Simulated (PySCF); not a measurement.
Calculation: PBE-D3(BJ)/def2-TZVP // PBE0-D4/def2-TZVP (PySCF). Gas-phase values, no solvent. One relaxed conformer stands for a flexible species; it need not be the lowest. Delta-SCF ions had no search for a lower state. Excitations are Tamm–Dancoff values on a coarser integration grid. The basis has no diffuse functions, so Rydberg states are missing or too high.

Reference species (SMILES): `O[SiH2][SeH]` (H–O–Si–Se torsion 47°, O–Si–Se–H torsion -98°) (neutral, multiplicity 1).

```
Property                                  Result
--------------------------------------  --------
vertical ionisation energy (Delta-SCF)   9.41 eV
HOMO–LUMO gap                            5.12 eV
S1–T1 gap (TDA)                          0.47 eV
LUMO                                    -1.00 eV
```

Changed species: `O[SiH2]S` (H–O–Si–S torsion -52°, O–Si–S–H torsion -65°) (X = mercapto; the reference has X = selanyl).

**Question.** What does the change do to the vertical ionisation energy (Delta-SCF), HOMO–LUMO gap, S1–T1 gap (TDA) and LUMO?

**Answer.** the vertical ionisation energy (Delta-SCF) rises by 0.39 eV, to 9.80 eV; the HOMO–LUMO gap rises by 0.73 eV, to 5.85 eV; the S1–T1 gap (TDA) goes up by 0.04 eV, to 0.51 eV; the LUMO increases by 0.40 eV, to -0.60 eV.
